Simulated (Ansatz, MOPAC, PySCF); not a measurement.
Noncovalent pair: C2H4 (SMILES C=C) (first 6 atoms) with H4OSi (SMILES O[SiH3]); geometry from B3LYP-D3(BJ)/def2-TZVP, rigid monomers moved along the line of their centres of mass till H4···O7 is 3.68 Å.
(charge 0, multiplicity 1):
```xyz
12

C     -0.3552    -0.4689    -0.0182
C      0.4663     0.5705     0.0029
H     -1.1645    -0.5394    -0.7351
H     -0.2469    -1.2837     0.6863
H      1.2720     0.6355     0.7235
H      0.3667     1.3942    -0.6938
O      0.6889    -1.0280     4.2325
Si    -0.3246     0.1650     4.7739
H      1.5607    -1.0964     4.6283
H     -0.4255     0.1339     6.2553
H     -1.6418    -0.1088     4.1719
H      0.1488     1.5117     4.3743
```

Interaction energies are E(AB) − E(A) − E(B) at the monomers' geometry in the complex; basis-set methods are counterpoise corrected. Rows marked so take none.

Rows in 6-31G* carry no dispersion term and start afresh at each structure (6-31G* with six Cartesian d functions). The state reached by PM6 isn't checked.

The values were computed with Ansatz (a first-principles code) with Gaussian orbitals; MOPAC for PM6 (differences of heats of formation); PySCF for 6-31G* rows, the dispersion terms. Each number belongs to the level named beside it.

```csv
level,interaction energy (meV)
PM6,2.9
PBE-D3(BJ)/def2-TZVPPD,-39.3
BP86/6-31G* (no counterpoise),-8.8
r2SCAN/def2-TZVPPD,-18.5
r2SCAN-D4/def2-TZVPPD,-32.0
B3LYP/6-31G*,-2.7
B3LYP-D4/def2-TZVPPD,-32.7
PBE0/def2-TZVPPD,(withheld)
M06-2X/6-31G* (no counterpoise),-38.7
```

Problem. Some entries are withheld; supply them.

Solution. 
- PBE0/def2-TZVPPD, interaction energy (meV): -15.4
